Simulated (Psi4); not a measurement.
Approach curve of the dimer HF ··· BF3 (SMILES F and FB(F)F), singlet. Monomers: optimised at B3LYP-D3(BJ) (def2-TZVP), held rigid. Orientation: lowest of the rigid-body minima from ten starts at GFN2-xTB (searched outside a hard wall at short contacts). R is the distance of the centres of mass, along which the second monomer moves. The shortest distances reach bonding range, where SAPT0 and rigid monomers are unreliable.

Methods: PBE/def2-TZVP, counterpoise-corrected (Psi4); PBE-D3(BJ)/def2-TZVP, counterpoise-corrected (Psi4); PBE0-D3(BJ)/def2-TZVP, counterpoise-corrected (Psi4); SAPT0/jun-cc-pVDZ, frozen core (Psi4).

Interaction energies in kJ/mol; the last columns give the difference from SAPT0:

```json
[
 {"R / Å": "1.77", "PBE/def2-TZVP": "83.12", "PBE-D3(BJ)/def2-TZVP": "80.20", "PBE0-D3(BJ)/def2-TZVP": "69.28", "SAPT0/jun-cc-pVDZ": "63.76", "PBE/def2-TZVP − SAPT0/jun-cc-pVDZ": "19.35", "PBE-D3(BJ)/def2-TZVP − SAPT0/jun-cc-pVDZ": "16.43", "PBE0-D3(BJ)/def2-TZVP − SAPT0/jun-cc-pVDZ": "5.52"},
 {"R / Å": "2.01", "PBE/def2-TZVP": "24.03", "PBE-D3(BJ)/def2-TZVP": "21.19", "PBE0-D3(BJ)/def2-TZVP": "15.20", "SAPT0/jun-cc-pVDZ": "11.75", "PBE/def2-TZVP − SAPT0/jun-cc-pVDZ": "12.28", "PBE-D3(BJ)/def2-TZVP − SAPT0/jun-cc-pVDZ": "9.44", "PBE0-D3(BJ)/def2-TZVP − SAPT0/jun-cc-pVDZ": "3.45"},
 {"R / Å": "2.20", "PBE/def2-TZVP": "3.01", "PBE-D3(BJ)/def2-TZVP": "0.32", "PBE0-D3(BJ)/def2-TZVP": "-3.25", "SAPT0/jun-cc-pVDZ": "-5.03", "PBE/def2-TZVP − SAPT0/jun-cc-pVDZ": "8.04", "PBE-D3(BJ)/def2-TZVP − SAPT0/jun-cc-pVDZ": "5.35", "PBE0-D3(BJ)/def2-TZVP − SAPT0/jun-cc-pVDZ": "1.78"},
 {"R / Å": "2.39", "PBE/def2-TZVP": "-6.33", "PBE-D3(BJ)/def2-TZVP": "-8.83", "PBE0-D3(BJ)/def2-TZVP": "-10.85", "SAPT0/jun-cc-pVDZ": "-11.57", "PBE/def2-TZVP − SAPT0/jun-cc-pVDZ": "5.24", "PBE-D3(BJ)/def2-TZVP − SAPT0/jun-cc-pVDZ": "2.74", "PBE0-D3(BJ)/def2-TZVP − SAPT0/jun-cc-pVDZ": "0.73"},
 {"R / Å": "2.62", "PBE/def2-TZVP": "-9.87", "PBE-D3(BJ)/def2-TZVP": "-12.09", "PBE0-D3(BJ)/def2-TZVP": "-13.02", "SAPT0/jun-cc-pVDZ": "-13.13", "PBE/def2-TZVP − SAPT0/jun-cc-pVDZ": "3.26", "PBE-D3(BJ)/def2-TZVP − SAPT0/jun-cc-pVDZ": "1.04", "PBE0-D3(BJ)/def2-TZVP − SAPT0/jun-cc-pVDZ": "0.11"},
 {"R / Å": "2.78", "PBE/def2-TZVP": "-9.98", "PBE-D3(BJ)/def2-TZVP": "-11.98", "PBE0-D3(BJ)/def2-TZVP": "-12.49", "SAPT0/jun-cc-pVDZ": "-12.40", "PBE/def2-TZVP − SAPT0/jun-cc-pVDZ": "2.42", "PBE-D3(BJ)/def2-TZVP − SAPT0/jun-cc-pVDZ": "0.41", "PBE0-D3(BJ)/def2-TZVP − SAPT0/jun-cc-pVDZ": "-0.09"},
 {"R / Å": "3.09", "PBE/def2-TZVP": "-8.28", "PBE-D3(BJ)/def2-TZVP": "-9.85", "PBE0-D3(BJ)/def2-TZVP": "-9.97", "SAPT0/jun-cc-pVDZ": "-9.71", "PBE/def2-TZVP − SAPT0/jun-cc-pVDZ": "1.44", "PBE-D3(BJ)/def2-TZVP − SAPT0/jun-cc-pVDZ": "-0.13", "PBE0-D3(BJ)/def2-TZVP − SAPT0/jun-cc-pVDZ": "-0.25"},
 {"R / Å": "3.41", "PBE/def2-TZVP": "-6.10", "PBE-D3(BJ)/def2-TZVP": "-7.26", "PBE0-D3(BJ)/def2-TZVP": "-7.26", "SAPT0/jun-cc-pVDZ": "-7.01", "PBE/def2-TZVP − SAPT0/jun-cc-pVDZ": "0.91", "PBE-D3(BJ)/def2-TZVP − SAPT0/jun-cc-pVDZ": "-0.24", "PBE0-D3(BJ)/def2-TZVP − SAPT0/jun-cc-pVDZ": "-0.25"},
 {"R / Å": "3.93", "PBE/def2-TZVP": "-3.47", "PBE-D3(BJ)/def2-TZVP": "-4.12", "PBE0-D3(BJ)/def2-TZVP": "-4.13", "SAPT0/jun-cc-pVDZ": "-4.04", "PBE/def2-TZVP − SAPT0/jun-cc-pVDZ": "0.57", "PBE-D3(BJ)/def2-TZVP − SAPT0/jun-cc-pVDZ": "-0.08", "PBE0-D3(BJ)/def2-TZVP − SAPT0/jun-cc-pVDZ": "-0.08"},
 {"R / Å": "4.57", "PBE/def2-TZVP": "-1.74", "PBE-D3(BJ)/def2-TZVP": "-2.04", "PBE0-D3(BJ)/def2-TZVP": "-2.09", "SAPT0/jun-cc-pVDZ": "-2.18", "PBE/def2-TZVP − SAPT0/jun-cc-pVDZ": "0.44", "PBE-D3(BJ)/def2-TZVP − SAPT0/jun-cc-pVDZ": "0.14", "PBE0-D3(BJ)/def2-TZVP − SAPT0/jun-cc-pVDZ": "0.09"},
 {"R / Å": "5.59", "PBE/def2-TZVP": "-0.68", "PBE-D3(BJ)/def2-TZVP": "-0.78", "PBE0-D3(BJ)/def2-TZVP": "-0.83", "SAPT0/jun-cc-pVDZ": "-0.95", "PBE/def2-TZVP − SAPT0/jun-cc-pVDZ": "0.27", "PBE-D3(BJ)/def2-TZVP − SAPT0/jun-cc-pVDZ": "0.17", "PBE0-D3(BJ)/def2-TZVP − SAPT0/jun-cc-pVDZ": "0.12"},
 {"R / Å": "6.93", "PBE/def2-TZVP": "-0.27", "PBE-D3(BJ)/def2-TZVP": "-0.30", "PBE0-D3(BJ)/def2-TZVP": "-0.33", "SAPT0/jun-cc-pVDZ": "-0.39", "PBE/def2-TZVP − SAPT0/jun-cc-pVDZ": "0.12", "PBE-D3(BJ)/def2-TZVP − SAPT0/jun-cc-pVDZ": "0.09", "PBE0-D3(BJ)/def2-TZVP − SAPT0/jun-cc-pVDZ": "0.07"}
]
```

PBE/def2-TZVP is furthest from SAPT0/jun-cc-pVDZ at 1.77 (19.35 kJ/mol, above); its mean absolute difference over the points is 4.53 kJ/mol.

PBE-D3(BJ)/def2-TZVP is furthest from SAPT0/jun-cc-pVDZ at 1.77 (16.43 kJ/mol, above); its mean absolute difference over the points is 3.02 kJ/mol.

PBE0-D3(BJ)/def2-TZVP is furthest from SAPT0/jun-cc-pVDZ at 1.77 (5.52 kJ/mol, above); its mean absolute difference over the points is 1.04 kJ/mol.
